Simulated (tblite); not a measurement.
C₃H₉F₃OSi₂.
Numbering: `[F:1][CH:2]([F:3])[O:4][C@@H:5]([SiH3:6])[C@@H:7]([F:8])[SiH3:9]` (hydrogens: H10 on C2; H11 on C5; H12, H13, H14 on Si6; H15 on C7; H16, H17, H18 on Si9)

The geometry is computed with GFN2-xTB (gas phase).

Q: What internal coordinates does the optimisation give?

A: 
```csv
bond,length (Å),order
F1–C2,1.342,single
C2–F3,1.368,single
C2–O4,1.342,single
O4–C5,1.448,single
C5–Si6,1.915,single
C5–C7,1.512,single
C7–F8,1.406,single
C7–Si9,1.923,single
C2–H10,1.103,single
C5–H11,1.095,single
"Si6–H12, Si6–H13, Si6–H14",1.462,single
C7–H15,1.095,single
"Si9–H16, Si9–H17, Si9–H18",1.461,single
```

Bonds in one row agree within 0.01 Å and their mean is given. Orders are formal, as drawn. A selection of angles:
```csv
angle,degrees
F1–C2–F3,105.5
F1–C2–O4,108.6
F3–C2–O4,111.0
C2–O4–C5,116.2
O4–C5–Si6,99.6
O4–C5–C7,111.2
Si6–C5–C7,116.7
C5–C7–F8,109.0
C5–C7–Si9,116.3
F8–C7–Si9,105.4
```

Torsions: F1–C2–O4–C5 167° (antiperiplanar); C2–O4–C5–Si6 149° (anticlinal); O4–C5–C7–F8 70° (synclinal).

Si6 (SiH3 silicon) is tetrahedral (angles from 106.5° to 111.9°). Of the pairs four or more bonds apart, F8···H10 is among the closest relative to their van der Waals radii: 2.34 Å, 88 % of the sum of Bondi's values. The 2 C–O bonds span 1.342 Å (C2–O4, drawn single) to 1.448 Å (O4–C5, drawn single), a spread of 0.106 Å. Si9 (SiH3 silicon) is distorted tetrahedral (angles from 105.9° to 112.1°). O4 (ether oxygen) is bent (angle 116.2°). The C–F distances run from 1.342 Å (F1–C2, drawn single) to 1.406 Å (C7–F8, drawn single), a spread of 0.064 Å.

Point group: C1 (no symmetry element, even within 0.4 Å). Its GFN2-xTB frequencies are all real (lowest 34 cm⁻¹). One conformer, not necessarily the lowest. 2 starts were optimised and ended at 0.00 and 0.21 kcal/mol (GFN2-xTB); the lowest of these is shown.
